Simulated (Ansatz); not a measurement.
Compare A (`CC#CS[SiH3]`) with its isomer B (`C=C([SiH3])C=S`).

Calculated with Ansatz (gas phase, PBE0-D4/def2-TZVP geometries, no zero-point term in ΔE). CCSD(T)/CBS is the MP2 limit (def2-TZVPP, def2-QZVPP) plus CCSD(T) − MP2 in def2-TZVPP, frozen cores. Functionals use def2-TZVPP. B3LYP here is the variant with VWN-RPA as its local correlation; programs differ in this. Each species was taken in one conformer, which may not be the lowest.

Which isomer does CCSD(T)/CBS put lower? Give the gap. (Estimate.)

The calculation gave: A, by 3.3 kcal/mol.

Give E(B) − E(A) in kcal/mol with B3LYP-D4, CCSD/def2-TZVPP, HF/def2-TZVPP, PBE-D4, PBE0-D4, CCSD(T)/def2-TZVPP, B3LYP. (Estimate.)

Ansatz gave: B3LYP-D4 3.0, CCSD/def2-TZVPP 4.0, HF/def2-TZVPP 6.5, PBE-D4 3.6, PBE0-D4 4.9, CCSD(T)/def2-TZVPP 2.5, B3LYP 4.4. None reverses the order clearly.

Largest T1 diagnostic: 0.016.

The D4 term adds −1.4 kcal/mol with B3LYP and −0.7 kcal/mol with PBE0; it sums over pairs of atoms, weighted by their polarisabilities, and B3LYP, whose exchange is more repulsive, gets the larger term. From PBE to PBE0 (25 % exact exchange), in def2-TZVPP and without D4, E(B) − E(A) moves by +1.1 kcal/mol.
